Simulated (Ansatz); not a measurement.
Start from `CC[Se][SiH2]C` and change one atom or group to get `C[SiH2][Se][Se]C`.

Ansatz, PBE0-D4/def2-TZVP geometries, multiplicity 1. Each molecule was computed in one conformer, which needn't be the lowest.

Scalar relativity is left out up to krypton.

| property | `CC[Se][SiH2]C` |
| --- | --- |
| HOMO–LUMO gap (ωB97M-V/def2-TZVPP) / eV | 10.21 |
| size of the dipole moment (ωB97M-V/def2-TZVPP) / D | 0.93 |
| LUMO energy (B3LYP/def2-TZVPP) / eV | -0.29 |
| LUMO energy (PBE0/def2-TZVPP) / eV | -0.07 |
| HOMO energy (ωB97M-V/def2-TZVPP) / eV | -8.58 |
| HOMO–LUMO gap (B3LYP/def2-TZVPP) / eV | 5.90 |

Task: Give the same properties after the change, and the shifts. (An estimate is asked.)

Result: The calculation gave: 
| property | `C[SiH2][Se][Se]C` | shift |
| --- | --- | --- |
| HOMO–LUMO gap (ωB97M-V/def2-TZVPP) / eV | 9.12 | -1.09 |
| size of the dipole moment (ωB97M-V/def2-TZVPP) / D | 1.54 | 0.61 |
| LUMO energy (B3LYP/def2-TZVPP) / eV | -1.59 | -1.30 |
| LUMO energy (PBE0/def2-TZVPP) / eV | -1.37 | -1.30 |
| HOMO energy (ωB97M-V/def2-TZVPP) / eV | -8.58 | 0.00 |
| HOMO–LUMO gap (B3LYP/def2-TZVPP) / eV | 4.64 | -1.26 |

Dipoles are sizes alone; their direction can turn.

B3LYP here is the variant with VWN-RPA as its local correlation; programs differ in this.

Spin–orbit coupling is left out; it splits and shifts lone-pair levels of the heavy atoms by tenths of an eV.
